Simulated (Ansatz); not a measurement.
Total energies of ClH$_{7}$OSi$_{3}$, SMILES `O[SiH](Cl)[SiH2][SiH3]`.

```xyz
12

O     2.114    1.346    1.742
Si    1.414    0.132    0.893
Cl    2.494   -0.273   -0.825
Si   -0.763    0.593    0.169
Si   -1.508   -1.116   -1.242
H     2.138    2.220    1.348
H     1.517   -1.058    1.766
H    -1.665    0.737    1.347
H    -0.742    1.892   -0.564
H    -2.938   -0.915   -1.599
H    -1.367   -2.426   -0.552
H    -0.692   -1.131   -2.484
```

The species carries charge 0 and has multiplicity 1. Geometry: relaxed with PBE0-D4/def2-TZVP. It is one conformer, not always the lowest. Basis def2-TZVPP, Ansatz.

RPA on PBE orbitals: Hartree–Fock energy of these orbitals -1405.34167 Eh, correlation -1.41092 Eh (frozen core).

| functional | energy without D4 (Eh) | D4 term (kJ/mol) |
| --- | --- | --- |
| LDA (SPW92) | -1402.72806 | – |
| PBE | -1407.55494 | -32.9 |
| revPBE | -1407.98925 | -82.6 |
| r2SCAN | -1408.13804 | -8.2 |
| B97M-V | -1407.92391 | – |
| PBE0 | -1407.68401 | -28.5 |
| B3LYP | -1408.36670 | -53.4 |
| r2SCANh | -1408.12764 | -8.9 |
| r2SCAN0 | -1408.11339 | -9.9 |
| HSE06 (plane-wave form) | -1407.65255 | -27.0 |
| BHLYP | -1408.24732 | -45.8 |
| ωB97X-V | -1408.05625 | – |
| ωB97M-V | -1408.15950 | – |
| PBE-QIDH | -1407.33672 | – |

(1) Give the same for BLYP, CAM-B3LYP, LC-ωPBE, B2PLYP. (An estimate is asked.)

B3LYP takes the VWN-RPA correlation (the form of Gaussian; ORCA's B3LYP/G). HSE06 is the plane-wave form, built on full-range PBE exchange. The double hybrids freeze the cores in their second-order part.

Results:

(1) Ansatz gave: 
```json
{"functional": "BLYP", "energy without D4 (Eh)": "-1408.24385", "D4 term (kJ/mol)": "-69.3"}
{"functional": "CAM-B3LYP", "energy without D4 (Eh)": "-1408.28868", "D4 term (kJ/mol)": "-29.7"}
{"functional": "LC-ωPBE", "energy without D4 (Eh)": "-1407.84531", "D4 term (kJ/mol)": "–"}
{"functional": "B2PLYP", "energy without D4 (Eh)": "-1407.73771", "D4 term (kJ/mol)": "–"}
```

LC-ωPBE has ω = 0.4 bohr⁻¹.
